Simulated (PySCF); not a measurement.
## How methods differ on the excitation energy of Br

Br [Ar] 3d10 4s2 4p5 (2P) → Br [Ar] 3d10 4s1 4p6 (2S), as a difference of total energies. Calculation: PySCF 2.14, in aug-cc-pVDZ-DK (6s5p3d, 36 functions); the spin-free X2C one-electron Hamiltonian (Gaussian nucleus). Correlated levels: valence: [Ar] 3d10 frozen. The calculations carry no spin-orbit coupling.

| method | excitation energy (eV) |
| --- | --- |
| UHF | 15.081 |
| MP2 (valence) | 13.046 |
| SCS-MP2 (valence) | 12.793 |
| CCSD (valence) | 11.384 |
| CCSD(T) (valence) | 10.932 |
| CCSDT (valence) | 11.022 |

Problem. How much does correlation contribute at CCSD(T) (valence)?

Solution. 10.932 − (15.081) = -4.149 eV, measured against UHF.

A first-order spin-orbit estimate (lowest level to lowest level, LS coupling) adds 0.146 eV.

The upper state lies above the first ionisation limit, where it may autoionise and the basis confines it.

The coupled-cluster amplitudes are large for the upper state (T1 above 0.03 or a double amplitude above 0.15), so a single reference is strained.
